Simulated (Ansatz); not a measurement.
Breaking the Se1–H2 bond in hydrogen selenide (SMILES [SeH2]) (multiplicity 1 held, fragments rigid). Energies count from the point at 1.470 Å.
Geometry at that point (charge 0, multiplicity 1):
```xyz
3

Se     0.00007     0.05706     0.00249
H     -1.05251    -0.96889    -0.03820
H      1.05017    -0.97107    -0.04639
```

Signs of static correlation in 6-31G, with CASSCF(4,3), from Ansatz (a first-principles code) runs.

```json
[
 {"R (Å)": "1.176", "T1 of restricted CCSD": "0.006", "⟨S²⟩ of UHF": "0.000", "largest double amplitude of restricted CCSD": "0.065", "weight of the CASSCF reference in MRCISD": "0.967", "CASSCF natural occupations": "2.00 1.99 0.01"},
 {"R (Å)": "1.323", "T1 of restricted CCSD": "0.006", "⟨S²⟩ of UHF": "0.000", "largest double amplitude of restricted CCSD": "0.063", "weight of the CASSCF reference in MRCISD": "0.967", "CASSCF natural occupations": "2.00 1.98 0.02"},
 {"R (Å)": "1.470", "T1 of restricted CCSD": "0.007", "⟨S²⟩ of UHF": "0.000", "largest double amplitude of restricted CCSD": "0.064", "weight of the CASSCF reference in MRCISD": "0.967", "CASSCF natural occupations": "2.00 1.97 0.03"},
 {"R (Å)": "1.617", "T1 of restricted CCSD": "0.008", "⟨S²⟩ of UHF": "0.000", "largest double amplitude of restricted CCSD": "0.082", "weight of the CASSCF reference in MRCISD": "0.967", "CASSCF natural occupations": "2.00 1.95 0.05"},
 {"R (Å)": "1.765", "T1 of restricted CCSD": "0.009", "⟨S²⟩ of UHF": "0.000", "largest double amplitude of restricted CCSD": "0.128", "weight of the CASSCF reference in MRCISD": "0.967", "CASSCF natural occupations": "2.00 1.93 0.07"},
 {"R (Å)": "1.985", "T1 of restricted CCSD": "0.012", "⟨S²⟩ of UHF": "0.271", "largest double amplitude of restricted CCSD": "0.210", "weight of the CASSCF reference in MRCISD": "0.966", "CASSCF natural occupations": "2.00 1.88 0.12"},
 {"R (Å)": "2.206", "T1 of restricted CCSD": "0.016", "⟨S²⟩ of UHF": "(withheld)", "largest double amplitude of restricted CCSD": "(withheld)", "weight of the CASSCF reference in MRCISD": "0.966", "CASSCF natural occupations": "2.00 1.80 0.20"},
 {"R (Å)": "2.573", "T1 of restricted CCSD": "0.023", "⟨S²⟩ of UHF": "0.864", "largest double amplitude of restricted CCSD": "0.443", "weight of the CASSCF reference in MRCISD": "0.966", "CASSCF natural occupations": "2.00 1.62 0.38"},
 {"R (Å)": "2.941", "T1 of restricted CCSD": "0.029", "⟨S²⟩ of UHF": "0.954", "largest double amplitude of restricted CCSD": "0.595", "weight of the CASSCF reference in MRCISD": "0.967", "CASSCF natural occupations": "2.00 1.43 0.57"},
 {"R (Å)": "3.382", "T1 of restricted CCSD": "0.034", "⟨S²⟩ of UHF": "0.989", "largest double amplitude of restricted CCSD": "0.748", "weight of the CASSCF reference in MRCISD": "0.967", "CASSCF natural occupations": "2.00 1.24 0.76"},
 {"R (Å)": "3.970", "T1 of restricted CCSD": "0.036", "⟨S²⟩ of UHF": "1.001", "largest double amplitude of restricted CCSD": "0.875", "weight of the CASSCF reference in MRCISD": "0.967", "CASSCF natural occupations": "2.00 1.10 0.90"},
 {"R (Å)": "4.705", "T1 of restricted CCSD": "0.034", "⟨S²⟩ of UHF": "1.003", "largest double amplitude of restricted CCSD": "0.947", "weight of the CASSCF reference in MRCISD": "0.967", "CASSCF natural occupations": "2.00 1.03 0.97"}
]
```

Task: Fill in the missing entries.

Result: 
- 2.206, ⟨S²⟩ of UHF: 0.613
- 2.206, largest double amplitude of restricted CCSD: 0.294

Doubts at one or more of the structures used: active orbitals that take no part (SC-NEVPT2 on CASSCF(4,3)/6-31G); a restricted determinant that unrestricted orbitals would lower (R-CCSD(T)/6-31G); other coupled-cluster roots lie near (R-CCSD(T)/6-31G); a spin-contaminated determinant (U-CCSD(T)/6-31G); T1 above 0.05 (U-CCSD(T)/6-31G); the program's own flag: lower state (U-CCSD(T)/6-31G).
